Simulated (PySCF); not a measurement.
Molecule: `C(B(C)C)S`, C$_{3}$H$_{9}$BS.

Bonds (- single, = double, # triple, : aromatic): C1-B2, B2-C3, B2-C4, C4-S5. C1 carries H6, H7, H8; C3 carries H9, H10, H11; C4 carries H12, H13; S5 carries H14.

Frames of a GFN2-xTB Langevin trajectory at 600 K; GIAO PBE0/pcSseg-1 shieldings in PySCF 2.14, gas phase, non-relativistic; equivalent atoms averaged within each frame.

δ = σ(ref) − σ, references computed at the same level: TMS for 13C (σ = 186.93 ppm), 1H (σ = 31.72 ppm); 11B (σ = 100.07 ppm) vs BF3·OEt2; 33S (σ = 503.73 ppm) vs CS2. The references are static minima.

Q: How do the shifts (ppm) fluctuate along the trajectory?

A: 
```tsv
time (fs)	C4	C1/C3	B2	S5	H12/H13	H14	H6/H7/H8/H9/H10/H11
optimised geometry	28.4	14.9	88.3	-130	2.60	1.59	1.05
250	22.1	18.3	62.3	-165	2.79	2.33	1.87
425	39.9	11.9	51.7	-169	2.24	1.16	0.50
625	15.9	22.4	87.9	-135	2.56	2.24	2.00
800	26.8	15.1	85.4	-128	1.37	2.21	1.08
1000	26.8	19.0	96.5	-125	3.20	1.72	1.36
mean of frames	26.3	17.4	76.8	-144	2.43	1.93	1.36
standard deviation	8.8	4.0	18.9	21	0.69	0.49	0.61
```

5 frames give an uncertainty of the mean of about the standard deviation over 2.2 at best, since frames this close in time may not be independent; classical motion lacks zero-point vibration, and the reference would need the same averaging.
